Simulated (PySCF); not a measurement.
# Tl⁺: ionisation energy

Tl⁺ [Xe] 4f14 5d10 6s2 → Tl²⁺ [Xe] 4f14 5d10 6s1 [6s1/2^1, M_J = 1/2], as a difference of total energies. Calculation: PySCF 2.14, in x2c-QZVPPall-2c; the two-component X2C-1e Hamiltonian. Correlated levels: [Kr] 4d10 4f14 frozen; the 58 highest virtual spinors dropped. "Screened" scales the spin-orbit matrix elements by Boettger's factors to mimic the two-electron term; Breit and QED terms are absent.

| method | ionisation energy (eV) |
| --- | --- |
| GHF (spin-free) | 18.360 |
| GMP2 (spin-free) | 20.533 |
| GHF (screened spin-orbit) | 18.383 |
| GMP2 (screened spin-orbit) | 20.567 |

Task: How much does correlation contribute at GMP2 (screened spin-orbit)?

Result: 20.567 − (18.383) = 2.184 eV, measured against GHF (screened spin-orbit).

For comparison: 20.428 eV (measured; NIST Atomic Spectra Database, ionization energies).
